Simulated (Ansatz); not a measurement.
`[GaH2][I]` + HCl → `[Cl][GaH2]` + HI at 400 K and 1 bar (ligand exchange at a Ga–I bond).

Isolated molecules relaxed with PBE0-D4/def2-TZVP in Ansatz; ΔE leaves out vibrations. CCSD(T)/CBS is the MP2 limit (def2-TZVPP, def2-QZVPP) plus CCSD(T) − MP2 in def2-TZVPP, frozen cores. This one scheme is used for every species. Elements past krypton have def2 core potentials. For Ga, I outer-core shells are correlated without core-valence functions, which leaves a few kJ/mol of doubt a bond. Scalar relativity is left out up to krypton.

```
     species  CCSD(T)/CBS energy (Eh)  H − E (kJ/mol)  S (J/(mol·K))
 `[GaH2][I]`              -2222.61527            54.5          300.7
         HCl               -460.38127            29.6          195.4
`[Cl][GaH2]`              -2384.95520            55.3          280.7
          HI               -298.03592            25.7          215.0
```

H − E and S are ideal-gas, rigid-rotor, harmonic terms from PBE0-D4/def2-TZVP. 1 Eh = 2625.50 kJ/mol, R = 8.31446 J/(mol·K).

Problem. By hand: ΔE, ΔH, ΔS and ΔG.

Solution. ΔE = (-2384.95520) + (-298.03592) − (-2222.61527) − (-460.38127) = 0.00542 Eh = 14.2 kJ/mol. Δ(H − E) = 55.3 + 25.7 − 54.5 − 29.6 = -3.1, so ΔH = 11.1 kJ/mol. ΔS = 280.7 + 215.0 − 300.7 − 195.4 = -0.4 J/(mol·K). ΔG = 11.1 − 400 × (-0.4)/1000 = 11.3 kJ/mol.

Problem. By hand: the equilibrium constant, and the temperature at which ΔG would vanish if ΔH and ΔS stayed fixed.

Solution. log₁₀ K = −ΔG/(RT ln 10) = -1.5. ΔH and −TΔS have one sign here, so there is no such temperature.

The number of gas molecules stays the same, so ΔS is small and ΔH decides. A doubt of 5 kJ/mol in ΔE shifts log₁₀ K by 0.7 here. These are equilibria of isolated gas molecules and say nothing of rates. Largest T1 diagnostic: 0.012 (customary marks: 0.02 for closed shells, 0.045 for open ones).

ΔS is within the doubt of such terms, so its sign, and with it that verdict, could turn.
